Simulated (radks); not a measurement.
Results of a calculation; reference values are marked as such.
Question: Valence configurations of Nb (all share [Kr]). Level of theory: Dirac Kohn-Sham, PBEsol, spin-unpolarised, spherical densities, finite nucleus; open shells fill j = l - 1/2 first; Fermi nuclear charge, rms radius 4.324 fm (a radial shooting solver on a logarithmic mesh with Libxc functionals). Order these by energy: 4d5; 4d3 5s1 5p1; 4d4 5p1; 4d3.5 5s0.5 5p1; 4d3.5 5s1 5p0.5; 4d2.5 5s1 5p1.5; 4d4 5s0.5 5p0.5; 4d3.5 5s1.5; 4d4 5s1; 4d3 5s2.

Answer: From the lowest, in eV above it: 4d3 5s2 0.000; 4d3.5 5s1.5 0.126; 4d4 5s1 0.479; 4d3.5 5s1 5p0.5 1.647; 4d5 1.860; 4d4 5s0.5 5p0.5 1.919; 4d3.5 5s0.5 5p1 3.200; 4d3 5s1 5p1 3.248; 4d4 5p1 3.390; 4d2.5 5s1 5p1.5 5.329. NIST lists [Kr] 4d4 5s1 as the ground configuration; this level of theory puts 4d3 5s2 lower, by 0.479 eV. The energies are those of spherical spin-averaged densities, not of single terms.
